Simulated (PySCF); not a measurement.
# Si3H6S

Si3H6S is a silylene (divalent Si1, bonded to 1 S + 1 Si), neutral, singlet. The structure, one conformer, was relaxed in the gas phase by PBE0-D3(BJ)/def2-SVP. No frequency run checks that it is a minimum.

The strong deshielding of the divalent centre rests on a low-lying excitation, and density functionals tend to overstate it.

SMILES: [SiH3][Si]S[SiH3]

Coordinates in Å:
```
Si1    -0.556   -0.908    0.591
Si2    -2.559    0.426    0.459
S3      0.626    0.571   -0.412
Si4     2.577   -0.386   -0.487
H5     -3.612   -0.376   -0.247
H6     -2.410    1.745   -0.234
H7     -3.056    0.666    1.854
H8      2.829   -0.879   -1.872
H9      3.603    0.636   -0.133
H10     2.599   -1.520    0.481
```

Shieldings: GIAO PBE0/pcSseg-2. Shifts are against computed references at the same level: H TMS (σ 31.24 ppm), Si TMS (σ 341.3 ppm). Core levels by delta-SCF with SCAN, pcX-2 on the ionised atom and pcseg-1 elsewhere, spin-free X2C (2p3/2 is the spin-free 2p value less a third of a first-order spin-orbit splitting); from the vacuum level, for chosen atoms.

Q: Give the shieldings and core levels atom by atom.

A: 
```
    atoms   bonded to  σ (ppm)  δ (ppm)  core level (eV)
      Si1  1 S + 1 Si   -387.8    729.1     2p3/2 106.88
      Si2  1 Si + 3 H    420.9    -79.6     2p3/2 106.08
       S3        2 Si    173.0        -     2p3/2 168.82
      Si4   1 S + 3 H    372.0    -30.7     2p3/2 107.25
 H5 H6 H7        1 Si    27.18     4.07                -
H8 H9 H10        1 Si    25.93     5.32                -
```

Values are those of this one static structure, with the three H of a rotating XH3 group averaged; atoms that internal rotation interchanges would show their mean in an NMR spectrum.

The core-hole state of Si1 is spin-contaminated (⟨S²⟩ 0.79 against 0.75 for a pure doublet), so that value and differences from it are less sure.

Q: Which of Si1, Si2, Si4 holds its core electrons tightest, and by how much against the loosest?

A: Si4 (bonded to 1 S + 3 H), by 1.18 eV over Si2 (bonded to 1 Si + 3 H).

Q: By CAM-B3LYP/def2-SVPD (TDDFT singlets, Tamm-Dancoff triplets, ionisation by delta-SCF), where does absorption start, and what does vertical ionisation take?

A: The lowest singlet lies at 2.28 eV (f 0.003), the strongest of the first 6 at 4.96 eV (f 0.113), the lowest triplet at 1.40 eV; vertical ionisation takes 8.25 eV.
